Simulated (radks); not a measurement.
The numbers below are computed, except where a source is named.
Effect of the nuclear size on the vanadium ion V5+, [Ar]. Level of theory: Dirac Kohn-Sham, BLYP, spin-unpolarised, spherical densities, finite nucleus; Fermi nuclear charge, rms radius 3.6002 fm (a radial shooting solver on a logarithmic mesh with Libxc functionals). The rms radius is varied about that value; shifts are against it.

rms radius (fm)  total energy shift (eV)  density at nucleus (e/bohr^3)  1s1/2 shift (meV)  2s1/2 shift (meV)  2p1/2 shift (meV)  3s1/2 shift (meV)
3.2114                           -0.0122                           9934              -5.16             -0.438              0.057             -0.066
3.4058                          -0.00627                           9915              -2.65             -0.225              0.029             -0.034
3.6002                                 0                           9896              0.000              0.000              0.000              0.000
3.7334                           0.00449                           9884               1.90              0.161             -0.021              0.024
4.277                             0.0244                           9839               10.3              0.877             -0.114              0.132

Slopes of the eigenvalues against <r^2> in GHz/fm^2, as finite differences over the two radii next to the reference (eigenvalue slopes, not the field-shift constants of lines): 1s1/2 470, 2s1/2 39.9, 2p1/2 -5.21, 3s1/2 6.00.
